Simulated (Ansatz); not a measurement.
Reaction (cleavage of the Si–Si bond): `O[SiH](O)[SiH2]F` + `O[SiH2]F` → `O[SiH](O)O[SiH2]F` + `F[SiH3]`

Gas-phase electronic energies from Ansatz, PBE0-D4/def2-TZVP geometries. CCSD(T)/CBS is the MP2 limit (def2-TZVPP, def2-QZVPP) plus CCSD(T) − MP2 in def2-TZVPP, frozen cores. This one scheme is used for every species. DFT in def2-TZVPP. One conformer a species, not always the lowest.

| level | ΔE (kJ/mol) | difference from CCSD(T)/CBS |
| --- | --- | --- |
| PBE-D4 | -126.6 | 32.3 |
| BLYP-D4 | -144.7 | 14.2 |
| r2SCAN-D4 | -152.5 | 6.4 |
| B97M-V | -155.3 | 3.6 |
| PBE0-D4 | -139.7 | 19.2 |
| r2SCANh-D4 | -155.1 | 3.8 |
| PBE-QIDH | -155.6 | 3.3 |
| PBE | -125.8 | 33.1 |
| revPBE | -123.4 | 35.5 |
| BLYP | -143.0 | 15.9 |
| BHLYP | -168.7 | -9.8 |
| LC-ωPBE | -145.9 | 13.0 |
| RPA@PBE/def2-TZVPP | -159.2 | -0.3 |
| HF/def2-SVP | -177.7 | -18.8 |
| CCSD(T)/def2-TZVPP | -160.5 | -1.6 |
| MP2/CBS(def2) | -164.8 | -5.9 |
| CCSD(T)/CBS | -158.9 | 0 |

Largest T1 diagnostic among the species: 0.012.

From r2SCAN to r2SCAN0 (25 % exact exchange), in def2-TZVPP and without D4, ΔE moves by −6.0 kJ/mol. In def2-TZVPP, CCSD(T) changes the Hartree–Fock value by +25.3 kJ/mol (the triples alone add +3.7 kJ/mol) and MP2 by +19.4 kJ/mol. Leaving LDA and LC-ωPBE aside and taking each functional with its dispersion term where it has one, the values, not all of them listed here, spread over 42.4 kJ/mol, from BHLYP-D4 to PBE-D4. LDA lies −7.2 kJ/mol from PBE without D4.

CCSD(T)/CBS has its own doubt, a few kJ/mol and more with outer-core shells, so smaller differences from it don't rank the levels.
